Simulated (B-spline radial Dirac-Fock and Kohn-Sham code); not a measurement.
Anomalous scattering factors of Yb, 8.0478 keV to 43.43 keV

Method: the dispersion relation over Dirac-Hartree-Slater subshell photoionisation cross sections, with the Kissel-Pratt high-energy constant (isolated atom, no bound-bound lines or fine structure). Computed with a radial finite-basis atomic code. The forward scattering factor is f₀ + f′ + i f″.

Edges near this range: L1 10486.0 eV, L2 9978.0 eV, L3 8944.0 eV.

```
hν (eV)   λ (Å)   f′ (e)  f″ (e)  tabulated f′  tabulated f″
 8047.8   1.541   -7.156   4.563         -7.25          4.39
   8843   1.402  -11.769   3.920        -12.41          3.85
 9251.7   1.340   -9.464   9.799         -9.58          9.76
   9963   1.244  -11.022   8.660         -9.71          8.61
  12000   1.033   -2.712  10.293         -2.77         10.09
  14040  0.8831   -1.085   8.013         -1.12          7.85
  14210  0.8725   -1.012   7.859         -1.04          7.69
  15000  0.8266   -0.738   7.199         -0.77          7.04
  15100  0.8211        ?       ?             ?             ?
  16820  0.7371   -0.389   5.969         -0.42          5.83
17479.3  0.7093   -0.323   5.602         -0.35          5.47
  18280  0.6783   -0.270   5.201         -0.30          5.08
  19700  0.6294   -0.228   4.591         -0.26          4.49
22162.9  0.5594   -0.248   3.764         -0.28          3.69
  23180  0.5349   -0.276   3.488         -0.30          3.42
  23860  0.5196   -0.299   3.320         -0.32          3.26
24209.8  0.5121   -0.311   3.239         -0.34          3.18
  30000  0.4133   -0.562   2.238         -0.58          2.20
  40000  0.3100   -1.026   1.353         -1.05          1.32
  43430  0.2855   -1.191   1.169         -1.21          1.15
```

Task: What are f′ and f″ at 15100 eV?

Result: f′ = -0.710 and f″ = 7.122 electrons (tables: -0.74 and 6.96). By the optical theorem f″ corresponds to a photoabsorption cross section 2 rₑ λ f″ = 33000 b.

Tabulated f′: xraylib 4.2 anomalous scattering factors (Cullen et al., EPDL97); f″: Chantler's tables (J. Phys. Chem. Ref. Data 1995 and 2000). Both are theoretical tables.
